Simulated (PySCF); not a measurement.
## Structure from NMR data

An unknown has the formula C₈H₇F₃. Its calculated NMR data are:

¹H NMR (400 MHz, computed): δ 6.83 (m, 1H), 6.72 (m, 1H), 6.62 (m, 1H), 6.54 (d, 1H), 6.33 (d, 1H), 3.31 (m, 2H).

¹³C{¹H} NMR (computed): δ 157.4 (C), 142.8 (CH), 140.0 (CH), 139.5 (CH), 134.6 (C), 132.2 (CH), 123.5 (CH), 41.6 (CH2).

Theory: coordinates at the GFN2-xTB level, NMR shieldings at PBE0/pcSseg-1/GIAO, in PySCF 2.14.0 with density-fitted response routines (one conformer, non-relativistic, equivalent nuclei averaged, no solvent).

Chemical shifts δ = σref − σ; ¹H (31.72 ppm) and ¹³C (186.93 ppm) against TMS, all at this level.

Problem. Choose the structure that fits.
A. FC(F)(F)CC=C1C=CC=C1
B. C=C1C=C/C1=C(/C)C(F)(F)F
C. Cc1ccc(C(F)(F)F)cc1
D. FCc1ccc(C(F)F)cc1

Solution. A. 

- The formula gives 4 degrees of unsaturation (1 ring in the answer).
- 8 carbon signals for 8 carbons: no two carbons are equivalent.
- Carbon types of the structure: 2 × C, 5 × CH, 1 × CH2, which accounts for all hydrogens.
- δC 157.4: fully substituted alkene carbon; the olefinic region.
- δC 142.8, 140.0, 139.5, 132.2, 123.5: alkene CH; the olefinic region.
- δC 134.6: CF3 carbon; 3 electronegative neighbours deshield it.
- δC 41.6: allylic sp3 CH2; a saturated carbon with 2 carbon neighbours and no heteroatom attached.
- δH 6.83, 6.72, 6.62, 6.54, 6.33: hydrogen on an alkene CH; olefinic region.

The others: C=C1C=C/C1=C(/C)C(F)(F)F would give 5 signals for carbon-bound and other non-exchanging H, not 6; Cc1ccc(C(F)(F)F)cc1 would give 6 carbon signals, not 8; FCc1ccc(C(F)F)cc1 would give 6 carbon signals, not 8.

Splittings by ¹⁹F in the carbon and heteronuclear signals aren't shown, as no couplings were computed. Shifts are as computed. Against solution values, carbons near 30 ppm lie about +3 ppm off and those near 130 ppm about +5 ppm. Of 1211 compounds with measured shifts, 218 miss one by over three times the rms of a fit or turn the order of signals round; such compounds aren't used in these exercises. No couplings were computed; multiplicities are counted from neighbouring protons, with m where these are inequivalent, close in shift, in a saturated or five-membered ring or joined by F or P, and br s for small geminal =CH2 splittings.
